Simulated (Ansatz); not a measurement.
Species: selenophen-3-ol, C4H4OSe, charge 0, multiplicity 1. SMILES: Oc1cc[se]c1
Structure (B3LYP-D3(BJ)/def2-TZVP (Ansatz, a quantum-chemistry and plane-wave program) minimum search):
```
C
C 1 1.3593
O 1 1.3674 2 121.45
H 3 0.9627 1 109.45 2 180.00
H 2 1.0763 1 126.89 3 0.00
C 1 1.4326 2 115.28 5 180.00
C 6 1.3565 1 114.64 2 0.00
H 7 1.0772 6 127.33 1 180.00
H 6 1.0834 7 122.87 8 0.00
Se 7 1.8665 8 120.97 6 180.00
```

Computed values are from Ansatz. Valence correlation only, unless marked. UHF or UKS for open shells. Spin-orbit coupling is left out. The frozen core is the preceding noble-gas configuration, with the filled d and f shells of earlier blocks. No relativistic terms. Basis-set limits of correlation are two-point, X^-3; Hartree-Fock from the larger set.

```
Property                                                               Value
---------------------  -----------------------------------------------------
atomisation energy De  4345.6 kJ/mol at CCSD(T)/CBS(aug-cc-pVTZ,aug-cc-pVQZ)
total energy           -2629.8305 Eh at CCSD(T)/CBS(aug-cc-pVTZ,aug-cc-pVQZ)
dipole moment                                  1.73 D at CCSD(T)/aug-cc-pVDZ
T1 diagnostic                                      0.014 at CCSD/aug-cc-pVQZ
```

The Hartree-Fock reference is unstable (checked in the largest basis), which strains HF and MP2.
